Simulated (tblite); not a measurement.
A geometry optimisation, step by step.

C₂H₆FO₂Si₂ (doublet state).
Numbering: `[O:1][SiH2:2][O:3]/[C:4]([SiH3:5])=[CH:6]/[F:7]` (hydrogens: H8, H9 on Si2; H10, H11, H12 on Si5; H13 on C6)
Bond orders are those of one Lewis drawing.

Computed with GFN2-xTB (tblite), gas phase: L-BFGS steps from a force-field or distance-geometry start until the largest atomic force falls under 0.01 eV/Å. 9 of its 164 geometries are shown.

Step 0: E = -642.7173 eV, largest atomic force 4.857 eV/Å
```
atom  x, y, z in Å  |  force x, y, z in eV/Å
O1      1.337   -0.820    2.162    1.831   0.572  -4.433
Si2     1.999   -0.638    0.581   -2.293  -1.136   4.128
O3      0.692   -0.949   -0.525   -0.636   2.622   0.773
C4     -0.298    0.066   -0.530    2.226  -2.297  -0.103
Si5    -1.986   -0.378    0.053   -1.765  -0.975   0.164
C6     -0.019    1.295   -0.919   -0.359   0.892   0.036
F7     -1.017    2.236   -0.889    1.138  -0.716  -0.162
H8      3.066   -1.613    0.326   -0.377   0.058  -0.183
H9      2.532    0.716    0.427   -0.131   0.030  -0.152
H10    -1.996   -1.832    0.306    0.017   0.282  -0.111
H11    -2.338    0.344    1.271    0.130   0.151   0.019
H12    -2.940   -0.011   -1.035    0.309  -0.093   0.306
H13     0.964    1.583   -1.245   -0.089   0.610  -0.281
```

Step 20: E = -643.8384 eV, largest atomic force 0.084 eV/Å
```
atom  x, y, z in Å  |  force x, y, z in eV/Å
O1      1.388   -0.744    2.184   -0.024   0.035   0.026
Si2     1.962   -0.687    0.772    0.081   0.007  -0.022
O3      0.708   -0.825   -0.417    0.012   0.035  -0.020
C4     -0.230    0.067   -0.497   -0.025  -0.001   0.012
Si5    -2.007   -0.448    0.047    0.010   0.001  -0.013
C6      0.009    1.332   -0.878   -0.011   0.003   0.016
F7     -0.989    2.228   -0.903    0.001   0.013  -0.020
H8      2.872   -1.671    0.195   -0.014  -0.040   0.020
H9      2.466    0.659    0.354    0.013  -0.049  -0.010
H10    -1.987   -1.891    0.257    0.022   0.038   0.004
H11    -2.232    0.351    1.252   -0.027  -0.053  -0.040
H12    -2.890   -0.066   -1.057   -0.013   0.006   0.034
H13     0.925    1.695   -1.325   -0.026   0.007   0.013
```

Step 41: E = -643.9625 eV, largest atomic force 0.221 eV/Å
```
atom  x, y, z in Å  |  force x, y, z in eV/Å
O1      1.610   -0.222    2.222    0.037  -0.030  -0.136
Si2     1.959   -0.707    0.820   -0.054   0.017   0.196
O3      0.813   -0.547   -0.405    0.016   0.160  -0.135
C4     -0.230    0.245   -0.493   -0.065   0.091   0.043
Si5    -1.928   -0.510    0.025   -0.065  -0.069  -0.040
C6     -0.135    1.506   -0.903   -0.053   0.044  -0.015
F7     -1.206    2.310   -1.010   -0.174  -0.132   0.034
H8      2.260   -2.105    0.480    0.040  -0.046   0.034
H9      3.007    0.072    0.097   -0.042  -0.065  -0.006
H10    -1.669   -1.950    0.037   -0.011   0.014   0.088
H11    -2.381    0.056    1.292    0.136  -0.021   0.007
H12    -2.878   -0.177   -1.035    0.025   0.059  -0.078
H13     0.773    2.030   -1.148    0.209  -0.023   0.008
```

Step 61: E = -644.0189 eV, largest atomic force 0.069 eV/Å
```
atom  x, y, z in Å  |  force x, y, z in eV/Å
O1      1.675   -0.079    2.198   -0.057   0.022   0.032
Si2     1.934   -0.727    0.849    0.030   0.010  -0.033
O3      0.928   -0.364   -0.463   -0.017  -0.019  -0.009
C4     -0.175    0.336   -0.521    0.004   0.021  -0.012
Si5    -1.824   -0.538   -0.019   -0.003  -0.005   0.008
C6     -0.228    1.607   -0.900   -0.009   0.005  -0.006
F7     -1.415    2.240   -0.981   -0.021   0.009   0.007
H8      1.882   -2.195    0.694   -0.001  -0.003  -0.041
H9      3.118   -0.348    0.035    0.022  -0.029   0.032
H10    -1.534   -1.970   -0.009    0.034  -0.019   0.008
H11    -2.203   -0.025    1.291    0.001   0.018   0.023
H12    -2.772   -0.189   -1.075    0.000   0.007  -0.001
H13     0.609    2.254   -1.117    0.017  -0.016  -0.007
```

Step 82: E = -644.0457 eV, largest atomic force 0.495 eV/Å
```
atom  x, y, z in Å  |  force x, y, z in eV/Å
O1      1.204   -0.287    2.110    0.175  -0.198  -0.418
Si2     1.806   -0.792    0.799   -0.111   0.174   0.365
O3      1.004   -0.296   -0.632   -0.047   0.021   0.161
C4     -0.127    0.353   -0.603   -0.015   0.062  -0.012
Si5    -1.706   -0.522    0.105    0.114   0.055  -0.069
C6     -0.222    1.631   -0.981   -0.049  -0.011  -0.109
F7     -1.410    2.264   -0.988    0.089  -0.083   0.017
H8      1.859   -2.229    0.482    0.018  -0.016  -0.022
H9      3.097   -0.259    0.292   -0.084  -0.039   0.019
H10    -1.401   -1.945    0.199    0.066  -0.050   0.000
H11    -2.031    0.083    1.384   -0.023   0.059   0.033
H12    -2.686   -0.277   -0.954   -0.063   0.033   0.003
H13     0.608    2.278   -1.232   -0.069  -0.008   0.034
```

Step 102: E = -644.1006 eV, largest atomic force 0.109 eV/Å
```
atom  x, y, z in Å  |  force x, y, z in eV/Å
O1      0.764   -0.809    1.978    0.056  -0.062  -0.033
Si2     1.708   -0.946    0.787    0.018   0.082   0.007
O3      1.084   -0.155   -0.611    0.064   0.045  -0.008
C4     -0.069    0.430   -0.613   -0.033  -0.099  -0.030
Si5    -1.566   -0.443    0.268   -0.017   0.023   0.001
C6     -0.252    1.649   -1.148   -0.018   0.007   0.029
F7     -1.476    2.193   -1.203   -0.027  -0.018   0.009
H8      2.010   -2.240    0.150   -0.041   0.036   0.001
H9      2.977   -0.192    0.682   -0.033  -0.012   0.038
H10    -1.222   -1.852    0.395   -0.050   0.009   0.022
H11    -1.851    0.338    1.463   -0.013  -0.050  -0.017
H12    -2.635   -0.322   -0.740    0.064   0.064   0.023
H13     0.524    2.348   -1.427    0.031  -0.025  -0.043
```

Step 122: E = -644.1241 eV, largest atomic force 0.041 eV/Å
```
atom  x, y, z in Å  |  force x, y, z in eV/Å
O1      0.759   -1.054    1.975    0.013  -0.012  -0.027
Si2     1.729   -0.964    0.801   -0.031   0.019   0.019
O3      1.124   -0.057   -0.520   -0.006   0.009   0.015
C4     -0.068    0.448   -0.573    0.004   0.016  -0.008
Si5    -1.563   -0.407    0.314   -0.007  -0.008  -0.020
C6     -0.273    1.613   -1.222   -0.003  -0.004  -0.003
F7     -1.501    2.132   -1.340    0.013   0.002   0.002
H8      2.099   -2.142   -0.006    0.010  -0.001   0.019
H9      2.960   -0.154    0.872    0.008  -0.003  -0.003
H10    -1.322   -1.838    0.408   -0.011  -0.004  -0.019
H11    -1.833    0.311    1.549    0.032   0.006   0.007
H12    -2.612   -0.165   -0.688   -0.027  -0.015   0.020
H13     0.498    2.278   -1.588    0.004  -0.004  -0.002
```

Step 143: E = -644.1332 eV, largest atomic force 0.030 eV/Å
```
atom  x, y, z in Å  |  force x, y, z in eV/Å
O1      0.819   -1.268    2.030    0.007   0.007  -0.028
Si2     1.730   -0.957    0.851   -0.001   0.009   0.011
O3      1.105    0.005   -0.402   -0.014   0.001   0.005
C4     -0.105    0.467   -0.550    0.005  -0.004  -0.002
Si5    -1.607   -0.379    0.314    0.009   0.006   0.021
C6     -0.269    1.574   -1.309    0.009  -0.008   0.003
F7     -1.479    2.095   -1.533   -0.002  -0.010  -0.002
H8      2.219   -2.018   -0.055    0.001  -0.007  -0.001
H9      2.912   -0.077    0.995   -0.007   0.000   0.003
H10    -1.388   -1.818    0.245   -0.006   0.014  -0.003
H11    -1.724    0.200    1.645    0.008  -0.009   0.001
H12    -2.744   -0.005   -0.531   -0.004   0.002  -0.014
H13     0.529    2.180   -1.718   -0.004   0.000   0.007
```

Step 163: E = -644.1343 eV, largest atomic force 0.010 eV/Å
```
atom  x, y, z in Å  |  force x, y, z in eV/Å
O1      0.781   -1.355    1.982    0.003  -0.001  -0.003
Si2     1.726   -0.958    0.856   -0.003   0.000   0.005
O3      1.110    0.030   -0.379   -0.003   0.003   0.000
C4     -0.106    0.467   -0.548    0.006  -0.008   0.001
Si5    -1.603   -0.361    0.342    0.003   0.004  -0.006
C6     -0.270    1.545   -1.351    0.004   0.003   0.001
F7     -1.480    2.049   -1.611   -0.001   0.004  -0.001
H8      2.288   -1.960   -0.075    0.000  -0.003  -0.001
H9      2.866   -0.043    1.089    0.001   0.003   0.001
H10    -1.440   -1.802    0.201    0.001   0.000   0.001
H11    -1.648    0.166    1.697   -0.003   0.000   0.002
H12    -2.758    0.086   -0.442    0.001   0.000   0.002
H13     0.530    2.136   -1.779   -0.007  -0.005   0.000
```

**Question.** Summarise the path.

**Answer.** The energy falls by 136.73 kJ/mol from step 0 to step 163; nine tenths of that is first reached at step 47. It rises by more than 0.2 meV at steps 2, 34 and 90. The largest force goes from 4.857 to 0.010 eV/Å. Among the bonds O1–Si2 changes most, from 1.723 to 1.522 Å; the atoms move by 0.760 Å rms after alignment.

The cost below is that of the whole relaxation. The run took 0.94 s of wall time on one thread, Arm Neoverse V2 (aarch64), shared host with 96 logical CPUs at a one-minute load of 38.
